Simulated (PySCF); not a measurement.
Compound: C6H9FOSi.
Numbering: `[CH3:1][C:2]#[C:3][Si@@H:4]1[O:5][CH2:6][CH2:7][C@H:8]1[F:9]` (hydrogens: H10, H11, H12 on C1; H13 on Si4; H14, H15 on C6; H16, H17 on C7; H18 on C8)

Cartesian coordinates in Å at the PBE0-D3(BJ)/def2-SVP level; atoms count from 1:
```
atom  x, y, z in Å
C1     3.8374    0.5520    0.4201
C2     2.5341    0.0619    0.0159
C3     1.4351   -0.3422   -0.3265
Si4   -0.2060   -0.9458   -0.8381
O5    -1.0404    0.2031   -1.7335
C6    -2.2006    0.6849   -1.0791
C7    -2.0651    0.4226    0.4228
C8    -1.4712   -0.9671    0.5928
F9    -2.4433   -1.9232    0.3149
H10    3.8570    0.7815    1.4969
H11    4.0952    1.4719   -0.1276
H12    4.6214   -0.1946    0.2173
H13   -0.0721   -2.2285   -1.5741
H14   -2.3147    1.7593   -1.2944
H15   -3.0913    0.1653   -1.4750
H16   -3.0271    0.5159    0.9525
H17   -1.3631    1.1509    0.8645
H18   -1.0904   -1.1396    1.6116
```

Linear response at B3LYP/def2-SVPD (PySCF, frozen core in the response, non-relativistic).

Static isotropic polarisability: 100.22 au (14.85 Å³), principal values 80.5, 86.7, 133.4 au.

(1) What is the polarisability at 1064 nm and at the sodium D line?

(2) What is the isotropic C6 coefficient between two such molecules, C6 = (3/π)∫α(iω)² dω?

(3) Which effective excitation energy ω̄ makes London's formula C6 = (3/4)α²ω̄ exact here?

(4) What three-body coefficient follows from the one-pole estimate C9 = (3/4)·α·C6?

(5) What molar refraction at the D line follows from R = (4π/3)·N_A·α′, with α′ the polarisability volume?

(6) The lowest 10 singlets have (eV, f): 5.63, 0.003; 5.89, 0.007; 6.04, 0.003; 6.30, 0.003; 6.76, 0.038; 6.82, 0.092; 6.84, 0.004; 6.97, 0.007; 7.18, 0.002; 7.22, 0.119. What share of the static polarisability do they carry in the sum over states α = Σ f/ω²?

(7) How anisotropic is the static polarisability, by Δα² = ½[(α1 − α2)² + (α2 − α3)² + (α3 − α1)²]?

(8) What n − 1 at the D line would an ideal gas of it have at 273.15 K and 1 atm (2.6868 × 10¹⁹ cm⁻³), by n − 1 = 2π·N·α′?

(9) How many electrons N does the Slater–Kirkwood formula C6 = (3/4)·√N·α^(3/2) need to give this C6?

Results:

(1) 101.19 au at 1064 nm (+1.0 %), 103.51 au at 589.3 nm (+3.3 %). The rise at 589.3 nm is 3.38 times that at 1064 nm; a pure ω² law gives 3.26. The lowest singlet lies at 220 nm, shorter than both wavelengths.

(2) 3929 au (Eh·bohr⁶) by a ten-point quadrature over imaginary frequencies, which is 2350 eV·Å⁶ or 226 J·nm⁶/mol.

(3) ω̄ = 4·C6/(3α²) = 0.522 Eh = 14.2 eV. A one-pole form α(ω) = α/(1 − ω²/ω̄²) fitted to the 1064 nm value gives 11.9 eV. London's choice of the ionisation energy (9.45 eV, ΔSCF at the same level) gives C6 = 2620 au, 33 % too low.

(4) 295000 au. This is an estimate from the two numbers above, not a computed integral.

(5) α′ = 15.34 Å³ gives R = 38.69 cm³/mol, for isolated, non-vibrating species.

(6) 4.31 au, 4.3 % of α; the largest term, 1.69 au, is that of the state at 7.22 eV. Their oscillator strengths add up to 0.28. Higher states carry the rest.

(7) Δα = 50.1 au, or 0.50 of the isotropic value.

(8) 25.89 × 10⁻⁴, a formal value whether or not that pressure can be reached.

(9) N = (4·C6/3)²/α³ = 27.3; the species has 76 electrons in all.

Time: 5.4 min of wall time (with the writing of density and orbital grids); peak memory 1.1 GiB. Hardware: an AMD EPYC 7R43 with one thread, shared host with 256 logical CPUs at a one-minute load of 60. This is the whole response run at B3LYP/def2-SVPD, SCF included.

One conformer stands for the species.
